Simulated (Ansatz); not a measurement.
MnNF4⁻, that is [MnNF4]2- with one electron fewer. Charge -1, multiplicity 2. Geometry PBE0-D4/def2-SVPD, that of the charge -2 singlet; atoms count from 1.

```tsv
atom	x (Å)	y (Å)	z (Å)
Mn1	-0.0364	-0.0601	-0.0741
N2	-0.5624	-0.9298	-1.1457
F3	-1.5436	0.7949	0.6916
F4	0.3194	1.6137	-0.8867
F5	1.8428	-0.3003	-0.0820
F6	-0.0198	-1.1185	1.4970
```

The charge -1 doublet is spin-contaminated (final ⟨S²⟩ up to 1.14, 0.75 for a pure state).

Problem. Estimate the Mulliken populations from the PBE0/def2-TZVPD orbitals of Ansatz.

Solution. 
```csv
atom,charge (e),spin (α − β),d electrons
Mn1,1.63,2.03,4.98
N2,-0.43,-0.99,–
F3,-0.55,-0.01,–
F4,-0.55,-0.01,–
F5,-0.55,-0.01,–
F6,-0.55,-0.01,–
```
Mulliken values and Mayer orders depend strongly on the basis. With diffuse functions, as here, like atoms can get unlike values, and bond orders can come out too low or too high.

Problem. Where does the spin sit?

Solution. Summed by element: Mn 2.03, N -0.99, F -0.05, of 1 unpaired in all. Largest on single atoms: Mn1 2.03, N2 -0.99, F3 -0.01.

Problem. And the Mayer bond orders between bonded heavy atoms (over 0.3)?

Solution. Mn1–N2 2.36 (1.48 Å); Mn1–F3 0.55 (1.89 Å); Mn1–F4 0.55 (1.89 Å); Mn1–F5 0.55 (1.89 Å); Mn1–F6 0.55 (1.89 Å).
